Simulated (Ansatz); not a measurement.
(1) Predict a relaxed structure of Ta4⁻ (the lowest doublet isomer of a short search), charge -1, doublet, at PBE0-D4/def2-SVPD (Ansatz).

Answers

(1) 
```xyz
4

Ta    0.432    0.602   -1.360
Ta    0.360   -1.506    0.020
Ta   -1.569    0.166    0.171
Ta    0.777    0.739    1.170
```
 This is one stationary point.

In the def2 sets Ta takes a core potential; there is no spin–orbit coupling. The charge -1 doublet is spin-contaminated (final ⟨S²⟩ up to 1.38, 0.75 for a pure state). The highest occupied level of the charge -1 doublet lies above zero (up to 0.26 eV). It is a level of α spin, whose loss leaves a singlet; that state wasn't run at this geometry and level. The electron is either unbound and held by the finite basis, or the level is raised by self-interaction error. The relaxation made no stability test and no search for a lower SCF solution. The structure comes from a short search, and lower isomers may exist.
